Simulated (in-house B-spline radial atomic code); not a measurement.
The numbers below are computed, except where a source is named.
**Correlation energy from the adiabatic connection: ω²r²/2 − Z/r, ω = 1.94, Z = 2**

Two electrons in a singlet, external potential ω²r²/2 − Z/r, ω = 1.94, Z = 2 (atomic units). Full CI in B-splines (partial waves to l = 8, correlation up to 0.6 % small) with the density held fixed gives W(λ) = <V_ee>_λ − U, and E_c is the integral of W(λ) − W(0) from 0 to 1.

| λ | W(λ) − W(0) (hartree) |
| --- | --- |
| 0 | 0.00000 |
| 0.02 | -0.00183 |
| 0.05 | -0.00455 |
| 0.12 | -0.01081 |
| 0.25 | -0.02210 |
| 0.4 | -0.03460 |
| 0.6 | -0.05046 |
| 0.8 | -0.06546 |
| 1 | -0.07965 |

Question: Integrate the table by the trapezoid rule.

Answer: The strips give -0.00002, -0.00010, -0.00054, -0.00214, -0.00425, -0.00851, -0.01159, -0.01451, which sum to -0.04165 hartree. The direct value, W(1) − W(0) + T_c with T_c = 0.03795, is -0.04171; the curve is convex, so chords lie above it and the trapezoids fall short in size by 0.13 %.

Question: Now use only three numbers: W(0) = -1.5302, the initial slope W'(0) = -0.0917 (extrapolated from the first points) and the strong-coupling limit of the point-charge-plus-continuum model, W∞ = -2.1353. What do second-order theory and the interpolation W(λ) = W∞ + (W(0) − W∞)/√(1 + 2χλ) of Seidl, Perdew and Levy give?

Answer: Second order keeps the slope alone: E_c = W'(0)/2 = -0.04585, +10 % in size against -0.04171. Matching the slope fixes χ = W'(0)/(W∞ − W(0)) = -0.0917/(-0.60510) = 0.15155. Integrating, with s = √(1 + 2χ) = 1.141530, E_c = −(W(0) − W∞)(s − 1)/(s + 1) = −0.60510 × 0.141530/2.141530 = -0.03999 hartree, -4.1 % in size against the full result. At λ = 1 the formula gives W − W(0) = -0.07502 against -0.07965. Part of the miss can come from the model's W∞.
